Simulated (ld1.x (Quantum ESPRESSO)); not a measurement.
# Before and after: TM potential for H (Z = 1)

ld1.x (Quantum ESPRESSO) 7.5 input, shortened:

```
&input
   title='H', zed=1., rel=1, dft='PZ', iswitch=3,
   config='1s1 2p-2'
 /
 &inputp
   pseudotype=2, tm=.true., lloc=0,
   nlcc=.false.
 /
2
2P  2  1  -2.00   0.50  1.00  1.00  0.0
1S  1  0   1.00   0.00  1.15  1.15  0.0
 &test
   configts(1)='1s1'
 /
```

All-electron outer shells of the reference configuration (LDA (PZ), scalar-relativistic, ld1.x):

```
shell  level (eV)  outermost node (bohr)  outermost maximum (bohr)
   1s       -6.36                      –                      1.05
```

Change: wave 1s (bound): rc 1.15 bohr becomes 1s (bound): rc 0.76 bohr.

Cutoffs: the cutoffs (Ry, on a coarse ladder) from which the occupation-weighted sum of valence levels, in a spherical-Bessel basis at the reference potential, stays within 10 and 1 mRy of its value at 400 Ry; they do not see the model core or the augmentation charge, which bear on the density cutoff. Errors are all-electron minus pseudo energies relative to the spin-unpolarised reference configuration.

Question: Predict the effect on cutoff, ghosts and configuration errors.

Answer: The potential gets harder (21 Ry and 40 Ry → 30 Ry and 70 Ry); of the 3 tests that both files solve, the error grows in 0 and shrinks in 3 by more than 15 % and 0.3 meV (median size 1.4 → 0.3 meV); neither file shows a bound ghost. A smaller radius makes the pseudo-wave follow the all-electron one further in, where it bends more sharply, so more plane waves are needed. Less of the atom is replaced, so other configurations are described better.

| quantity | base | changed |
| --- | --- | --- |
| cutoff, loose | 21 Ry | 30 Ry |
| cutoff, tight | 40 Ry | 70 Ry |
| bound ghosts | none | none |
| error for 1s0.5, meV [ΔE 4.64 eV] | +1.0 | +0.1 |
| error for 1s1 (spin-polarised), meV [ΔE -0.90 eV] | -3.5 | -0.6 |
| error for 1s0.5 (spin-polarised), meV [ΔE 4.26 eV] | -1.4 | -0.3 |
